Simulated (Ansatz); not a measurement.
CH4N2OSi (`N=C1O[SiH]1N`) at its PBE0-D4/def2-TZVP geometry, where that method's forces vanish. Charge 0, multiplicity 1.

| atom | x (Å) | y (Å) | z (Å) |
| --- | --- | --- | --- |
| N1 | 1.105 | -2.225 | -0.072 |
| C2 | 0.654 | -1.095 | 0.196 |
| O3 | 1.312 | 0.128 | 0.472 |
| Si4 | -0.362 | 0.344 | 0.499 |
| N5 | -1.127 | 1.256 | -0.686 |
| H6 | 2.128 | -2.226 | -0.074 |
| H7 | -0.967 | 0.678 | 1.801 |
| H8 | -1.798 | 1.972 | -0.466 |
| H9 | -0.945 | 1.167 | -1.671 |

Problem. For each bond, give half the difference of the two atoms' forces along it (eV/Å; positive pushes the atoms apart) under PBE-D4, r2SCAN-D4, B3LYP-D4, ωB97M-V in def2-TZVPP. (Best estimate.)

Solution. Ansatz gave: 
```csv
bond,length (Å),PBE-D4,r2SCAN-D4,B3LYP-D4,ωB97M-V
N1–C2,1.245,0.47,0.18,0.00,-0.01
N1–H6,1.023,0.20,-0.02,-0.04,-0.08
C2–O3,1.416,0.54,0.39,0.35,0.19
C2–Si4,1.788,-0.04,-0.05,0.10,0.09
O3–Si4,1.688,0.62,0.22,0.18,0.05
Si4–N5,1.679,0.02,0.01,0.07,0.07
Si4–H7,1.474,-0.07,-0.06,-0.16,-0.21
N5–H8,1.005,0.15,0.00,-0.02,-0.03
N5–H9,1.006,0.16,0.01,-0.01,-0.02
```

B3LYP here is the variant with VWN-RPA as its local correlation; programs differ in this.
